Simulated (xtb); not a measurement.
C2H6Se, charge +1, doublet, from a rough starting geometry (a state made from the parent by changing its charge; the spin is typed, not shown lowest); xtb with GFN2-xTB.

The xtb input:
```
$ xtb mol.xyz --gfn 2 --chrg 1 --uhf 1 --opt vtight --json

# file mol.xyz
9

C      1.44056186     0.03451379     0.04703952
Se     0.05508646     0.46785043    -1.23478074
C     -1.50323772     0.08766312    -0.09854958
H      1.39029638    -1.13816260     0.21602358
H      2.41760618     0.22822700    -0.48916694
H      1.34203885     0.47201553     0.96395162
H     -1.39847098    -0.95707659     0.27630698
H     -2.35729478     0.20106814    -0.62424975
H     -1.44629281     0.73782897     0.78363602
```

Problem. Write the output that xtb gives for this input, abridged.

Solution. 
```
   ID    Z sym.   atoms
    1    6 C      1, 3
    2   34 Se     2
    3    1 H      4-9

           -------------------------------------------------
          |                Calculation Setup                |
           -------------------------------------------------

           -------------------------------------------------
          |                 G F N 2 - x T B                 |
           -------------------------------------------------

          ...................................................
          :                      SETUP                      :
          :.................................................:
          :  # basis functions                  24          :
          :  # atomic orbitals                  23          :
          :  # shells                           13          :
          :  # electrons                        19          :
          :  max. iterations                   250          :
          :  Hamiltonian                  GFN2-xTB          :
          :  restarted?                      false          :
          :  GBSA solvation                  false          :
          :  PC potential                    false          :
          :  electronic temp.          300.0000000     K    :
          :  accuracy                    1.0000000          :
          :  -> integral cutoff          0.2500000E+02      :
          :  -> integral neglect         0.1000000E-07      :
          :  -> SCF convergence          0.1000000E-05 Eh   :
          :  -> wf. convergence          0.1000000E-03 e    :
          :  Broyden damping             0.4000000          :
          :  net charge                          1          :
          :  unpaired electrons                  1          :
          ...................................................

 iter      E             dE          RMSdq      gap      omega  full diag
   1    -10.1102583 -0.101103E+02  0.424E+00    4.50       0.0  T
   2    -10.1276728 -0.174145E-01  0.303E+00    4.88       1.0  T
   3    -10.1293527 -0.167986E-02  0.132E+00    4.92       1.0  T
   4    -10.1294505 -0.977977E-04  0.317E-01    5.01       1.0  T
   5    -10.1295455 -0.949944E-04  0.920E-02    4.97       1.0  T
   6    -10.1295592 -0.136824E-04  0.443E-02    4.99       1.0  T
   7    -10.1295615 -0.237106E-05  0.881E-03    4.98       3.8  T
   8    -10.1295617 -0.126276E-06  0.387E-03    4.98       8.6  T
   9    -10.1295617 -0.232352E-07  0.713E-04    4.98      46.8  T
[...]
 * total energy  :   -10.0224543 Eh     change       -0.1260255E-01 Eh
 * total energy  :   -10.0239406 Eh     change       -0.1486290E-02 Eh
 * total energy  :   -10.0240169 Eh     change       -0.7624596E-04 Eh
 * total energy  :   -10.0240448 Eh     change       -0.2789001E-04 Eh
 * total energy  :   -10.0240459 Eh     change       -0.1146144E-05 Eh
 * total energy  :   -10.0240476 Eh     change       -0.1697612E-05 Eh
 * total energy  :   -10.0240478 Eh     change       -0.2288208E-06 Eh
 * total energy  :   -10.0240481 Eh     change       -0.2852867E-06 Eh
 * total energy  :   -10.0240486 Eh     change       -0.4538457E-06 Eh
 * total energy  :   -10.0240490 Eh     change       -0.3650456E-06 Eh
 * total energy  :   -10.0240491 Eh     change       -0.1672274E-06 Eh
 * total energy  :   -10.0240492 Eh     change       -0.8840795E-07 Eh
   *** GEOMETRY OPTIMIZATION CONVERGED AFTER 13 ITERATIONS ***
         :: total energy             -10.024049206890 Eh    ::
[...]
     3   6 C        3.745    -0.153    23.524     6.919
     4   1 H        0.925     0.141     1.454     1.886
     5   1 H        0.925     0.134     1.507     1.920
     6   1 H        0.925     0.139     1.468     1.894
     7   1 H        0.925     0.139     1.468     1.895
     8   1 H        0.925     0.134     1.507     1.920
     9   1 H        0.925     0.141     1.454     1.886

 Mol. C6AA /au·bohr⁶  :       1006.691716
 Mol. C8AA /au·bohr⁸  :      40829.782060
 Mol. α(0) /au        :         51.106299

Wiberg/Mayer (AO) data.
largest (>0.10) Wiberg bond orders for each atom

 ---------------------------------------------------------------------------
     #   Z sym  total        # sym  WBO       # sym  WBO       # sym  WBO
 ---------------------------------------------------------------------------
     1   6 C    3.952 --     2 Se   1.109     5 H    0.957     6 H    0.931
                             4 H    0.925
     2  34 Se   2.436 --     1 C    1.109     3 C    1.109
     3   6 C    3.952 --     2 Se   1.109     8 H    0.957     7 H    0.931
                             9 H    0.925
     4   1 H    0.979 --     1 C    0.925
     5   1 H    0.982 --     1 C    0.957
     6   1 H    0.980 --     1 C    0.931
     7   1 H    0.980 --     3 C    0.931
     8   1 H    0.982 --     3 C    0.957
     9   1 H    0.979 --     3 C    0.925
 ---------------------------------------------------------------------------

Topologies differ in total number of bonds
Writing topology from bond orders to xtbtopo.mol

molecular dipole:
                 x           y           z       tot (Debye)
 q only:        0.017       0.306      -0.749
   full:        0.012       0.252      -0.610       1.678
molecular quadrupole (traceless):
                xx          xy          yy          xz          yz          zz
 q only:        4.485      -0.307      -3.487       0.110      -1.169      -0.998
  q+dip:        4.410      -0.321      -2.887       0.128      -0.653      -1.523
   full:        4.506      -0.320      -2.580       0.155      -0.328      -1.926

optimized geometry written to: xtbopt.xyz

           -------------------------------------------------
          | TOTAL ENERGY              -10.024049206890 Eh   |
          | GRADIENT NORM               0.000043034166 Eh/α |
          | HOMO-LUMO GAP               5.292276151373 eV   |
           -------------------------------------------------

normal termination of xtb
```
